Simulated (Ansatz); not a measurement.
One change: `[Br][SnH2][Br]` becomes `[Cl][SnH2][Br]`.

Ansatz, PBE0-D4/def2-TZVP geometries, multiplicity 1. 

Elements past krypton have def2 core potentials. Scalar relativity is left out up to krypton. Spin–orbit coupling is left out; it splits and shifts lone-pair levels of the heavy atoms by tenths of an eV.

```json
{"property": "HOMO–LUMO gap (PBE0/def2-TZVPP) / eV", "`[Br][SnH2][Br]`": "6.73"}
{"property": "ideal-gas entropy at 298 K and 1 bar (rigid rotor, harmonic PBE0-D4/def2-TZVP) / J/(mol·K)", "`[Br][SnH2][Br]`": "338"}
{"property": "LUMO energy (PBE0/def2-TZVPP) / eV", "`[Br][SnH2][Br]`": "-1.73"}
{"property": "size of the dipole moment (B3LYP/def2-TZVPP) / D", "`[Br][SnH2][Br]`": "2.23"}
{"property": "size of the dipole moment (PBE/def2-TZVPP) / D", "`[Br][SnH2][Br]`": "2.12"}
{"property": "HOMO–LUMO gap (B3LYP/def2-TZVPP) / eV", "`[Br][SnH2][Br]`": "6.17"}
```

Task: Give the same properties after the change, and the shifts. (Best estimate.)

Result: Ansatz gave: 
| property | `[Cl][SnH2][Br]` | shift |
| --- | --- | --- |
| HOMO–LUMO gap (PBE0/def2-TZVPP) / eV | 6.98 | 0.25 |
| ideal-gas entropy at 298 K and 1 bar (rigid rotor, harmonic PBE0-D4/def2-TZVP) / J/(mol·K) | 332 | -6 |
| LUMO energy (PBE0/def2-TZVPP) / eV | -1.57 | 0.16 |
| size of the dipole moment (B3LYP/def2-TZVPP) / D | 2.40 | 0.17 |
| size of the dipole moment (PBE/def2-TZVPP) / D | 2.29 | 0.17 |
| HOMO–LUMO gap (B3LYP/def2-TZVPP) / eV | 6.41 | 0.24 |

With PBE0 the HOMO falls by 0.09 eV and the LUMO rises by 0.16 eV, so the gap widens by about 0.25 eV. PBE moves the HOMO by -0.08 eV and ωB97M-V by -0.10 eV. Dipoles are sizes alone; their direction can turn.

B3LYP here is the variant with VWN-RPA as its local correlation; programs differ in this.
